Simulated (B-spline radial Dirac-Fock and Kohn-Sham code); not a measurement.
ΔSCF core binding energies without Breit or QED terms, calculated with a radial finite-basis atomic code.

A sound run for the Hf²⁺ ion in the configuration [Xe] 4f14 5d2: The ground state converged in 11 iterations, with total energy -15088.03527 Ha, virial ratio 1.89452 and highest orbital energy -20.99 eV. ΔSCF binding energies: K (1s) 65681.9 eV, L3 (2p3/2) 9608.2 eV, M5 (3d5/2) 1686.6 eV.

A second run, with one unsound setting: The ground state had not converged after 5 iterations, with total energy -15088.03464 Ha, virial ratio 1.89442 and highest orbital energy -20.91 eV. ΔSCF binding energies: K (1s) 65681.9 eV, L3 (2p3/2) 9608.2 eV, M5 (3d5/2) 1686.6 eV (not all states converged, so these are not final).

```
iter   energy (Ha)        error
   1   -15087.21428926  2.17e+00
   2   -15087.75978455  1.49e-01
   3   -15088.02262179  3.32e-02
   4   -15088.03460166  9.21e-03
   5   -15088.03464482  7.20e-03
```

Question: Which fault fits the second run best?
A. too few iterations
B. functional not served
C. mesh too coarse
D. box too small

Answer: A. The input had maxit = 5: maxit ends the run before self-consistency.
